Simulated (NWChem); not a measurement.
Species: SiBiH5; SMILES [BiH2][SiH3]

```xyz
7

Bi     0.0167     0.4681     0.0079
H     -1.2523     0.4511    -1.2648
H     -1.2524     0.4423     1.2804
Si     0.0198    -2.2067     0.0014
H     -1.3588    -2.7810    -0.0208
H      0.7297    -2.6975     1.2234
H      0.7664    -2.6929    -1.2005
```
Atoms are numbered in this order, from 1.

Level: PBE0/def2-SVP with def2 effective core potentials on Bi (NWChem), optimised geometry, unscaled harmonic frequencies. def2 effective core potentials on Bi; no spin-orbit coupling.

```json
[
 {"frequency (cm⁻¹)": "104", "IR intensity (km/mol)": "2.0"},
 {"frequency (cm⁻¹)": "280", "IR intensity (km/mol)": "1.3"},
 {"frequency (cm⁻¹)": "378", "IR intensity (km/mol)": "4.8"},
 {"frequency (cm⁻¹)": "394", "IR intensity (km/mol)": "13.2"},
 {"frequency (cm⁻¹)": "576", "IR intensity (km/mol)": "34.6"},
 {"frequency (cm⁻¹)": "599", "IR intensity (km/mol)": "2.9"},
 {"frequency (cm⁻¹)": "774", "IR intensity (km/mol)": "16.4"},
 {"frequency (cm⁻¹)": "853", "IR intensity (km/mol)": "368.6"},
 {"frequency (cm⁻¹)": "937", "IR intensity (km/mol)": "39.2"},
 {"frequency (cm⁻¹)": "938", "IR intensity (km/mol)": "35.5"},
 {"frequency (cm⁻¹)": "1819", "IR intensity (km/mol)": "193.2"},
 {"frequency (cm⁻¹)": "1831", "IR intensity (km/mol)": "203.6"},
 {"frequency (cm⁻¹)": "2217", "IR intensity (km/mol)": "89.9"},
 {"frequency (cm⁻¹)": "2231", "IR intensity (km/mol)": "94.7"},
 {"frequency (cm⁻¹)": "2241", "IR intensity (km/mol)": "83.4"}
]
```

```
Quantity                                                                           Result
-----------------------------------------------------------------------  ----------------
zero-point energy                                                           23.1 kcal/mol
thermal correction to the enthalpy at 298.15 K (with zero-point energy)     27.0 kcal/mol
heat capacity Cv                                                         17.0 cal/(mol K)
entropy at 298.15 K and 1 atm (symmetry number 1)                        75.5 cal/(mol K)
```

Rigid rotor and harmonic oscillator.
